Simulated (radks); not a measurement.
The numbers below are computed, except where a source is named.
Task: Isoelectronic series with 10 electrons, each ion in its NIST ground configuration. Code: a radial shooting solver on a logarithmic mesh with Libxc functionals. Model: Dirac Kohn-Sham, LDA (Slater exchange, Perdew-Wang correlation), spin-unpolarised, spherical densities, point nucleus. Total energies (hartree) and orbital eigenvalues (Ry):

ion    configuration  E (hartree)      2p3/2      2p1/2      2s1/2
Ne              [Ne]   -128.37490   -0.99209   -0.99972   -2.65434
Al3+            [Ne]   -239.79501   -7.64857   -7.68147  -10.43691
S6+             [Ne]   -387.66341  -18.93463  -19.02985  -22.91734
Ti12+           [Ne]   -793.38612  -55.10962  -55.55021  -61.74959
Mn15+           [Ne]  -1051.76812  -79.97780  -80.77423  -88.15284
Ni18+           [Ne]  -1347.61522  -109.3687  -110.7043  -119.2800
Ga21+           [Ne]  -1681.33853  -143.2889  -145.4033  -155.1964
Se24+           [Ne]  -2053.40974  -181.7476  -184.9453  -195.9789
Rb27+           [Ne]  -2464.36465  -224.7560  -229.4162  -241.7164
Zr30+           [Ne]  -2914.80747  -272.3274  -278.9140  -292.5101
Tc33+           [Ne]  -3405.41607  -324.4766  -333.5499  -348.4745
Pd36+           [Ne]  -3936.94817  -381.2205  -393.4489  -409.7389
In39+           [Ne]  -4510.24848  -442.5774  -458.7518  -476.4478
Te42+           [Ne]  -5126.25719  -508.5675  -529.6160  -548.7634
Cs45+           [Ne]   -5786.0199  -579.2129  -606.2175  -626.8669
Ce48+           [Ne]   -6490.6990  -654.5371  -688.7533  -710.9606
Pm51+           [Ne]   -7241.5879  -734.5657  -777.4434  -801.2709
Gd54+           [Ne]   -8040.1265  -819.3259  -872.5341  -898.0510
Ho57+           [Ne]   -8887.9211  -908.8466  -974.3012  -1001.585
Yb60+           [Ne]   -9786.7672  -1003.159  -1083.054  -1112.190
Ta63+           [Ne]  -10738.6772  -1102.295  -1199.142  -1230.227

Estimate the row of K9+ ([Ne]).

Result: E (hartree) -572.11628; 2p3/2 -34.76094; 2p1/2 -34.98116; 2s1/2 -40.01718.
